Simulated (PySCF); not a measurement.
## W: excitation energy

W [Xe] 4f14 5d4 6s2 (5D) → W [Xe] 4f14 5d4 6s1 7s1 (7D), as a difference of total energies. All numbers are calculated (PySCF 2.14, a scalar-relativistic core potential, in aug-cc-pVQZ-PP with ECP60MDF (7s7p6d4f3g2h, 135 functions)). Correlated levels: valence: 5s2 5p6 frozen. The calculations carry no spin-orbit coupling.

```
           method  excitation energy (eV)
              UHF                   3.568
              LDA                   5.263
              PBE                   4.845
             PBE0                   4.687
           r2SCAN                   4.544
             MN15                   5.479
        BHandHLYP                   5.081
            TPSSh                   4.755
    MP2 (valence)                   4.854
SCS-MP2 (valence)                   5.212
```

Task: How much does correlation contribute at MP2 (valence)?

Result: 4.854 − (3.568) = 1.286 eV, measured against UHF.

The promoted electron is Rydberg-like, and one or two diffuse shells describe it only roughly, which tends to raise the upper state.
